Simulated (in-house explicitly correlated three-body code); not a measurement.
The numbers below are computed, except where a source is named.
# Two electrons around a charge Z: highest levels of functionals against the exact one

The exact non-relativistic ground state comes from a variational code in 260 exponentially correlated functions, the Kohn-Sham parts from inverting its density (past Z = 6 the correlation energy is taken as exact minus Hartree-Fock, equal to within microhartrees), and self-consistent runs (Hartree-Fock is restricted) from a B-spline radial code. Z may be fractional; the second electron is bound down to Z = 0.911.

The exact Kohn-Sham level equals minus the binding energy. «Unbound» marks a run whose level isn't bound or that didn't converge.

| Z | exact (eV) | Hartree-Fock (eV) | AM05 (eV) | PBEsol (eV) | PBE0 (eV) | r2SCAN0 (eV) |
| --- | --- | --- | --- | --- | --- | --- |
| 0.93 | -0.1361 | -0.6354 | unbound | unbound | unbound | unbound |
| 1.175 | -2.944 | -3.424 | unbound | unbound | -0.5409 | -0.6888 |
| 1.62 | ? | ? | ? | ? | ? | ? |
| 2.04 | -26.11 | -26.5 | -16.68 | -16.75 | -19.55 | -20.12 |
| 2.62 | -53.04 | -53.39 | -39.63 | -39.79 | -43.7 | -44.58 |
| 3.34 | -99.2 | -99.53 | -80.81 | -81.11 | -86.41 | -87.68 |
| 4.3 | ? | ? | ? | ? | ? | ? |
| 5.6 | -335.7 | -336 | -301.5 | -302.4 | -312.1 | -314.6 |

What belongs in the row Z = 1.62?

exact (eV): -12.32; Hartree-Fock (eV): -12.74; AM05 (eV): -5.751; PBEsol (eV): -5.78; PBE0 (eV): -7.768; r2SCAN0 (eV): -8.125.

What belongs in the row Z = 4.3?

exact (eV): -182.7; Hartree-Fock (eV): -183; AM05 (eV): -157.6; PBEsol (eV): -158.1; PBE0 (eV): -165.3; r2SCAN0 (eV): -167.1.

Why do the levels of the functionals lie above the exact one?

Semilocal exchange-correlation potentials fall off faster than the exact −1/r, since they don't cancel the electron's repulsion by itself; hybrids restore a share of the tail, and range-separated ones all of it at long range. Hartree-Fock has the tail but lacks relaxation and correlation.
